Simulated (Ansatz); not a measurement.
A nudged elastic band was laid between two geometries of CH₆AuNO (10 atoms, charge 0, multiplicity 1).

The calculation used UHF/def2-SVP (Ansatz).

| Item | Value |
| --- | --- |
| movable images | 7 |
| climbing image | yes |
| spring | 5.0 eV/Å² |
| optimiser | quadratic models (default) |
| start path | through a guess of the saddle point |
| force threshold | 0.05 eV/Å |
| iteration limit | 60 |
| end points | relaxed |

Initial state:

```xyz
10
Properties=species:S:1:pos:R:3
C -0.387 1.852 -1.519
O 0.656 1.218 -0.897
Au 0.446 -0.329 0.313
N 0.353 -2.011 1.642
H -0.961 1.201 -2.197
H -1.117 2.293 -0.821
H -0.008 2.680 -2.133
H 0.297 -1.721 2.605
H -0.449 -2.590 1.456
H 1.170 -2.594 1.552
```

Final state:

```xyz
10
Properties=species:S:1:pos:R:3
C -0.844 2.049 -1.731
O 0.406 1.362 -1.025
Au 0.459 -0.218 0.230
N 0.406 -1.893 1.552
H -1.315 1.171 -2.201
H -1.471 2.270 -0.852
H 1.176 1.814 -1.318
H 0.355 -1.606 2.517
H -0.396 -2.476 1.371
H 1.224 -2.473 1.456
```

Which bonds break or form, and what moves?

Bonds broken: C1–H7. Bonds formed: O2–H7.

What energy profile does the band end with?

The forces met the threshold. The highest image is number 5 of 0 to 8, 3.99 eV above the first end and 0.95 eV above the last; the last end lies 3.05 eV above the first. Neighbouring images differ by up to 1.8 eV, so the band resolves the path poorly. A vibrational analysis at the climbing image gives 2 clearly imaginary modes (1851i, 224i cm⁻¹): a point of higher order, so a lower path passes nearby. The orbitals stay closed-shell, which can raise the energy where a bond breaks towards radicals; this wasn't checked here.

```json
{"image": "0", "path coordinate (Å)": "0.00", "energy (eV)": "0.00", "C1–H7 (Å)": "1.10", "O2–H7 (Å)": "2.03"}
{"image": "1", "path coordinate (Å)": "0.35", "energy (eV)": "0.02", "C1–H7 (Å)": "1.10", "O2–H7 (Å)": "2.01"}
{"image": "2", "path coordinate (Å)": "0.69", "energy (eV)": "0.14", "C1–H7 (Å)": "1.09", "O2–H7 (Å)": "1.95"}
{"image": "3", "path coordinate (Å)": "1.04", "energy (eV)": "0.83", "C1–H7 (Å)": "1.08", "O2–H7 (Å)": "1.72"}
{"image": "4", "path coordinate (Å)": "1.38", "energy (eV)": "2.66", "C1–H7 (Å)": "1.14", "O2–H7 (Å)": "1.40"}
{"image": "5", "path coordinate (Å)": "1.73", "energy (eV)": "3.99", "C1–H7 (Å)": "1.34", "O2–H7 (Å)": "1.07"}
{"image": "6", "path coordinate (Å)": "2.09", "energy (eV)": "3.44", "C1–H7 (Å)": "1.71", "O2–H7 (Å)": "0.95"}
{"image": "7", "path coordinate (Å)": "2.45", "energy (eV)": "3.07", "C1–H7 (Å)": "2.02", "O2–H7 (Å)": "0.94"}
{"image": "8", "path coordinate (Å)": "2.81", "energy (eV)": "3.05", "C1–H7 (Å)": "2.08", "O2–H7 (Å)": "0.94"}
```

What is the geometry of the highest image?


```xyz
10
Properties=species:S:1:pos:R:3
C -0.665 2.080 -1.736
O 0.377 1.240 -0.921
Au 0.394 -0.334 0.319
N 0.438 -2.016 1.652
H -1.199 1.384 -2.384
H -1.349 2.526 -1.011
H 0.667 2.042 -1.567
H 0.400 -1.727 2.617
H -0.341 -2.636 1.495
H 1.279 -2.558 1.535
```

The run took 40 s on 2 threads of AMD EPYC 9R45 96-Core Processor (Zen 5), on a shared host, peak memory 0.32 GiB.
